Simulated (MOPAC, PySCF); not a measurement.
CH₄B₂, SMILES `BB=C`, neutral singlet in the gas phase. 

Cartesian coordinates (Å):
```xyz
7

B      1.4908     0.1037    -0.1642
B     -0.0971    -0.0066     0.0108
C     -1.4780    -0.1027     0.1628
H      1.9723     0.8557    -0.9542
H      2.2300    -0.5637     0.4914
H     -2.1743     0.4934    -0.4179
H     -1.9437    -0.7797     0.8713
```
Charge 0, spin multiplicity 1.

All levels are single points at this geometry (B3LYP-D3(BJ)/def2-TZVP); Pople sets use spherical d functions. Orbital energies aren't observables, and empty levels follow the basis.

```
level                            HOMO (eV)  LUMO (eV)  gap (eV)  dipole (D)  vertical IE, Delta-SCF (eV)
-------------------------------  ---------  ---------  --------  ----------  ---------------------------
B3LYP-D3(BJ)/def2-TZVP in PySCF      -6.93      -2.62      4.31        0.59                            –
B3LYP/6-31G* in PySCF                -6.54      -2.17      4.37        0.80                         9.16
BP86/6-31G* in PySCF                 -5.91      -3.01      2.90        0.99                            –
PBE/6-31G* in PySCF                  -5.82      -2.93      2.89        1.00                         9.26
SVWN5/6-31G* in PySCF                -5.96      -3.15      2.81        1.04                         9.54
HF/3-21G in PySCF                    -9.02       1.37     10.39        0.30                            –
HF/STO-3G in PySCF                   -7.15       5.30     12.45        0.14                            –
AM1 in MOPAC                         -8.74       0.54      9.29        1.22                            –
PM7 in MOPAC                         -9.60      -0.89      8.71        0.94                            –
```
